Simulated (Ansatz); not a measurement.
A nudged elastic band was laid between two geometries of AlCl$_{2}$FH$_{2}$ (6 atoms, charge 0, multiplicity 1).

These are results of Ansatz, RKS B3LYP-D4/def2-SVP, not measurements.

```yaml
movable_images: 5
climbing_image: yes
spring: 5.0 eV/Å²
optimiser: quadratic models (default)
start_path: through a guess of the saddle point
force_threshold: 0.03 eV/Å
iteration_limit: 60
end_points: relaxed
```

First end point:

```xyz
6
Properties=species:S:1:pos:R:3
Al 0.010 0.053 0.065
H 0.005 0.583 1.552
Cl 1.813 0.095 -1.034
Cl -1.802 0.024 -1.021
F 0.050 -1.867 0.787
H 0.052 -1.786 1.723
```

Last end point:

```xyz
6
Properties=species:S:1:pos:R:3
Al 0.021 -0.682 -0.314
H 0.029 0.177 1.827
Cl 1.812 0.257 -0.817
Cl -1.812 0.174 -0.814
F 0.055 -2.246 0.241
H 0.023 -0.579 1.949
```

(1) Which bonds break or form, and what moves?

(2) Give the energies along the band, and the barrier.

(3) What is the geometry of the highest image?

(4) What are the harmonic wavenumbers there?

The band took 11 iterations and roughly 2.8 core-minutes.

Answers

(1) Bonds broken: Al1–H2, F5–H6. Bonds formed: H2–H6. AlCl2FH2 becomes AlCl2F + H2.

(2) It converged. The highest image is number 2 of 0 to 6, 0.139 eV above the first end and 1.264 eV above the last; the last end lies 1.125 eV below the first. A vibrational analysis at the climbing image gives one clearly imaginary mode, 685i cm⁻¹: a first-order saddle point. The orbitals stay closed-shell, which can raise the energy where a bond breaks towards radicals; this wasn't checked here.

```tsv
image	path coordinate (Å)	energy (eV)	Al1–H2 (Å)	F5–H6 (Å)	H2–H6 (Å)
0	0.00	0.000	1.58	0.94	2.38
1	0.45	0.040	1.60	0.96	1.78
2	0.90	0.139	1.68	1.07	1.22
3	1.20	-0.217	1.80	1.37	0.93
4	1.51	-0.811	1.98	1.69	0.79
5	1.82	-1.068	2.18	2.03	0.77
6	2.13	-1.125	2.31	2.39	0.77
```

(3) 
```xyz
6
Properties=species:S:1:pos:R:3
Al 0.015 -0.203 -0.018
H 0.016 0.085 1.637
Cl 1.829 0.167 -0.996
Cl -1.820 0.090 -0.982
F 0.050 -1.905 0.842
H 0.038 -1.133 1.589
```

(4) 685i, 146, 148, 237, 466, 475, 624, 664, 1135, 1178, 1680, 2169 cm⁻¹.

Time of the run: 2.8 min on 1 thread of Arm Neoverse V1, on a shared host, peak memory 0.15 GiB.
